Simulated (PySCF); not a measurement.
C₂H₈BNO₂, SMILES O(CB(N)O)C.

Coordinates come from a B3LYP-D3(BJ)/def2-SVP optimisation. This is a generated structure with no PubChem entry under its InChIKey; it may be hypothetical. The values are those of a single conformer.

Method: TDA-PBE/def2-SVPD (PySCF 2.14.0).

Vertical excitations. The molecule is in vacuum. State labels are in the subgroup Cs.

Computed UV-visible absorptions:
```
state  symmetry  energy (eV)  λ (nm)      f                            main pairs
-----  --------  -----------  ------  -----  ------------------------------------
S1           A"         5.45     228  0.007                       HOMO→LUMO 100 %
S2           A"         5.81     213  0.001                     HOMO−1→LUMO 100 %
S3           A"         6.11     203  0.009                     HOMO→LUMO+1 100 %
S4           A"         6.44     193  0.005                    HOMO−1→LUMO+1 99 %
S5           A"         6.48     191  0.017                      HOMO→LUMO+2 99 %
S6           A'         6.67     186  0.012                      HOMO−2→LUMO 92 %
S7           A'         6.73     184  0.019                      HOMO→LUMO+3 89 %
S8           A"         6.85     181  0.027                    HOMO−1→LUMO+2 99 %
S9           A"         7.08     175  0.004                      HOMO→LUMO+4 98 %
S10          A'         7.31     170  0.014                    HOMO−2→LUMO+1 98 %
T1           A"         5.39     230      0                       HOMO→LUMO 100 %
T2           A"         5.71     217      0                      HOMO−1→LUMO 99 %
T3           A"         5.97     208      0                      HOMO→LUMO+1 99 %
T4           A"         6.35     195      0  HOMO−1→LUMO+1 80 %, HOMO→LUMO+2 18 %
```
Triplets are in the Tamm–Dancoff approximation.
